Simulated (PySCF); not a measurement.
ClCu, charge +1, doublet, at a GFN2-xTB geometry (such geometries of metal compounds can be far from the true shape) (the multiplicity is a formal guess); PySCF with PBE/aug-cc-pVDZ.

The PySCF input:
```python
from pyscf import gto, scf, dft

mol = gto.M(
    atom='''
Cu   -0.00000000   -0.00000000   -0.80004762
Cl    0.00000000    0.00000000    1.36478711
''',
    basis='aug-cc-pvdz',
    charge=1,
    spin=1,
    verbose=4,
)

mf = dft.UKS(mol)
mf.xc = 'pbe'
mf.kernel()
```

Problem. What does PySCF print? Leave out banner, timings and long lists.

Solution. 
```
PySCF version 2.14.0

[INPUT] verbose = 4
[INPUT] num. atoms = 2
[INPUT] num. electrons = 45
[INPUT] charge = 1
[INPUT] spin (= nelec alpha-beta = 2S) = 1
[INPUT] symmetry False subgroup None
[INPUT] Mole.unit = angstrom
[INPUT] Symbol           X                Y                Z      unit          X                Y                Z       unit  Magmom
[INPUT]  1 Cu     0.000000000000   0.000000000000  -0.800047620000 AA    0.000000000000   0.000000000000  -1.511870888410 Bohr   0.0
[INPUT]  2 Cl     0.000000000000   0.000000000000   1.364787110000 AA    0.000000000000   0.000000000000   2.579073856237 Bohr   0.0

nuclear repulsion = 120.510060822777
number of shells = 19
number of NR pGTOs = 188
number of NR cGTOs = 86
basis = aug-cc-pvdz
ecp = {}

******** <class 'pyscf.dft.uks.UKS'> ********
method = UKS
initial guess = minao
damping factor = 0
level_shift factor = 0
DIIS = <class 'pyscf.scf.diis.CDIIS'>
diis_start_cycle = 1
diis_space = 8
diis_damp = 0
SCF conv_tol = 1e-09
SCF conv_tol_grad = None
SCF max_cycles = 50
direct_scf = True
direct_scf_tol = 1e-13
number electrons alpha = 23  beta = 22
XC library pyscf.dft.libxc version 7.1.2
    S. Lehtola, C. Steigemann, M. J. T. Oliveira, and M. A. L. Marques,  SoftwareX 7, 1–5 (2018)
XC functionals = pbe
    J. P. Perdew, K. Burke, and M. Ernzerhof,  Phys. Rev. Lett. 77, 3865 (1996)
    J. P. Perdew, K. Burke, and M. Ernzerhof,  Phys. Rev. Lett. 78, 1396 (1997)
    J. P. Perdew, K. Burke, and M. Ernzerhof,  Phys. Rev. Lett. 77, 3865 (1996)
    J. P. Perdew, K. Burke, and M. Ernzerhof,  Phys. Rev. Lett. 78, 1396 (1997)
radial grids:
    Treutler-Ahlrichs [JCP 102, 346 (1995); DOI:10.1063/1.469408] (M4) radial grids

becke partition: Becke, JCP 88, 2547 (1988); DOI:10.1063/1.454033
pruning grids: <function nwchem_prune>
grids dens level: 3
symmetrized grids: False
atomic radii adjust function: <function treutler_atomic_radii_adjust>
small_rho_cutoff = 0
Set gradient conv threshold to 3.16228e-05
tot grids = 39520
init E= -2099.98819926825

cycle= 1 E= -2083.8474996852  delta_E= 16.1  |g|= 7.56  |ddm|= 2.87

cycle= 2 E= -2065.01729971164  delta_E= 18.8  |g|= 8.17  |ddm|= 61.4
cycle= 3 E= -2093.72436569545  delta_E= -28.7  |g|= 4.91  |ddm|= 61.4

cycle= 4 E= -2099.5305086604  delta_E= -5.81  |g|= 1.28  |ddm|= 2.71
cycle= 5 E= -2099.7923529338  delta_E= -0.262  |g|= 0.873  |ddm|= 0.42
cycle= 6 E= -2099.93822255419  delta_E= -0.146  |g|= 0.573  |ddm|= 0.392
cycle= 7 E= -2099.86031572392  delta_E= 0.0779  |g|= 0.612  |ddm|= 0.381
cycle= 8 E= -2099.77037327105  delta_E= 0.0899  |g|= 0.758  |ddm|= 1.15
cycle= 9 E= -2100.00713539707  delta_E= -0.237  |g|= 0.0504  |ddm|= 1.17
cycle= 10 E= -2100.00657883125  delta_E= 0.000557  |g|= 0.0655  |ddm|= 0.0616
cycle= 11 E= -2100.00765028659  delta_E= -0.00107  |g|= 0.0231  |ddm|= 0.0581
cycle= 12 E= -2100.00777281675  delta_E= -0.000123  |g|= 0.00895  |ddm|= 0.0246
cycle= 13 E= -2100.00779687934  delta_E= -2.41e-05  |g|= 0.00103  |ddm|= 0.0103
cycle= 14 E= -2100.0077969691  delta_E= -8.98e-08  |g|= 0.000842  |ddm|= 0.00878
cycle= 15 E= -2100.00779723197  delta_E= -2.63e-07  |g|= 0.000154  |ddm|= 0.00377
cycle= 16 E= -2100.00779722722  delta_E= 4.74e-09  |g|= 0.000182  |ddm|= 0.000226
cycle= 17 E= -2100.00779723883  delta_E= -1.16e-08  |g|= 3.44e-05  |ddm|= 0.000191
cycle= 18 E= -2100.00779723921  delta_E= -3.81e-10  |g|= 1.76e-05  |ddm|= 6.01e-05
Extra cycle  E= -2100.00779723817  delta_E= 1.04e-09  |g|= 5.81e-05  |ddm|= 0.000322
converged SCF energy = -2100.00779723817  <S^2> = 0.75208165  2S+1 = 2.0020806
```
